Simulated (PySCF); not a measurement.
Species: 3-(trifluoromethyl)pyridine, C₆H₄F₃N.
Numbering: `[F:1][C:2]([F:3])([F:4])[c:5]1[cH:6][cH:7][cH:8][n:9][cH:10]1` (hydrogens: H11 on C6; H12 on C7; H13 on C8; H14 on C10)

The same species was optimised twice, with GFN2-xTB and with PBE0-D3(BJ)/def2-SVP (PySCF), and the same property calculations (PySCF, gas phase) were run on both structures.

| coordinate | GFN2-xTB | PBE0-D3(BJ)/def2-SVP | change |
| --- | --- | --- | --- |
| F1–C2 (Å) | 1.347 | 1.337 | -0.010 |
| N9–C10 (Å) | 1.318 | 1.328 | +0.010 |
| C8–N9 (Å) | 1.321 | 1.330 | +0.009 |
| C7–C8 (Å) | 1.388 | 1.395 | +0.007 |
| C2–F3 (Å) | 1.343 | 1.337 | -0.006 |
| C6–C7 (Å) | 1.384 | 1.390 | +0.006 |
| C5–C10 (Å) | 1.392 | 1.397 | +0.005 |
| C2–F4 (Å) | 1.339 | 1.335 | -0.004 |
| C5–C6 (Å) | 1.390 | 1.393 | +0.003 |
| C2–C5 (Å) | 1.501 | 1.502 | +0.001 |
| F4–C2–C5 (°) | 113.0 | 111.6 | -1.4 |
| F3–C2–F4 (°) | 106.7 | 107.9 | +1.2 |
| F1–C2–F3 (°) | 106.1 | 107.1 | +1.0 |
| C2–C5–C6 (°) | 120.0 | 120.9 | +0.9 |
| F1–C2–F4 (°) | 106.4 | 107.2 | +0.8 |
| F3–C2–C5 (°) | 112.3 | 111.5 | -0.8 |
| C2–C5–C10 (°) | 121.1 | 120.4 | -0.7 |
| C8–N9–C10 (°) | 118.6 | 118.0 | -0.6 |
| F1–C2–C5–C6 (°) | 82 | 91 | +9 |

Rotational constants: A = 2919, B = 955.0, C = 822.4 MHz (GFN2-xTB) against A = 2902, B = 958.4, C = 823.4 MHz (PBE0-D3(BJ)/def2-SVP). Point groups within 0.08 Å: C1 and C1.

On the GFN2-xTB structure: lowest singlet, TDDFT (eV) 4.94 [wB97X-D/def2-SVPD]; isotropic polarisability (au) 74.7 [wB97X-D/def2-SVPD]; HOMO (eV) -9.86 [wB97X-D/def2-SVPD]; LUMO (eV) 0.23 [wB97X-D/def2-SVPD]; dipole (D) 2.67 [wB97X-D/def2-SVPD]; HOMO (eV) -7.92 [PBE0/pcSseg-1]; LUMO (eV) -1.48 [PBE0/pcSseg-1]; dipole (D) 2.60 [PBE0/pcSseg-1]; GIAO shielding of F1/F3/F4 (mean) (ppm) 248.3 [PBE0/pcSseg-1]; GIAO shielding of C2 (ppm) 53.4 [PBE0/pcSseg-1]; GIAO shielding of C5 (ppm) 54.3 [PBE0/pcSseg-1]; GIAO shielding of C6 (ppm) 46.3 [PBE0/pcSseg-1]; GIAO shielding of C7 (ppm) 58.7 [PBE0/pcSseg-1]; GIAO shielding of C8 (ppm) 28.0 [PBE0/pcSseg-1]; GIAO shielding of N9 (ppm) -94.1 [PBE0/pcSseg-1]; GIAO shielding of C10 (ppm) 33.8 [PBE0/pcSseg-1].

**Question.** What do these properties become on the PBE0-D3(BJ)/def2-SVP structure?

**Answer.** 
```tsv
property	level	on GFN2-xTB	on PBE0-D3(BJ)/def2-SVP	change
lowest singlet, TDDFT (eV)	wB97X-D/def2-SVPD	4.94	4.97	+0.03
isotropic polarisability (au)	wB97X-D/def2-SVPD	74.7	75.3	+0.6
HOMO (eV)	wB97X-D/def2-SVPD	-9.86	-9.87	-0.01
LUMO (eV)	wB97X-D/def2-SVPD	0.23	0.25	+0.02
dipole (D)	wB97X-D/def2-SVPD	2.67	2.58	-0.09
energy, GFN2-xTB geometry as zero (kcal/mol)	wB97X-D/def2-SVPD	0.0	-0.5	-0.5
HOMO (eV)	PBE0/pcSseg-1	-7.92	-7.93	-0.01
LUMO (eV)	PBE0/pcSseg-1	-1.48	-1.45	+0.03
dipole (D)	PBE0/pcSseg-1	2.60	2.51	-0.09
energy, GFN2-xTB geometry as zero (kcal/mol)	PBE0/pcSseg-1	0.0	-0.3	-0.3
GIAO shielding of F1/F3/F4 (mean) (ppm)	PBE0/pcSseg-1	248.3	253.8	+5.5
GIAO shielding of C2 (ppm)	PBE0/pcSseg-1	53.4	55.6	+2.2
GIAO shielding of C5 (ppm)	PBE0/pcSseg-1	54.3	52.4	-1.9
GIAO shielding of C6 (ppm)	PBE0/pcSseg-1	46.3	45.8	-0.5
GIAO shielding of C7 (ppm)	PBE0/pcSseg-1	58.7	56.6	-2.1
GIAO shielding of C8 (ppm)	PBE0/pcSseg-1	28.0	25.6	-2.4
GIAO shielding of N9 (ppm)	PBE0/pcSseg-1	-94.1	-98.4	-4.3
GIAO shielding of C10 (ppm)	PBE0/pcSseg-1	33.8	30.7	-3.1
```

The heavy atoms differ by 0.086 Å rms after alignment. Among bonds between heavy atoms F1–C2, C8–N9 and N9–C10 change most and about equally (-0.010 to +0.010 Å). Changes are differences of the printed values. Neither structure is proved a minimum here.

Shape of the structure used: `[F:1][C:2]([F:3])([F:4])[c:5]1[cH:6][cH:7][cH:8][n:9][cH:10]1`: F1–C2–C5–C6 91°.

The pairwise dispersion term of wB97X-D wasn't added to the energies; at a given geometry it leaves orbitals and properties as they are.
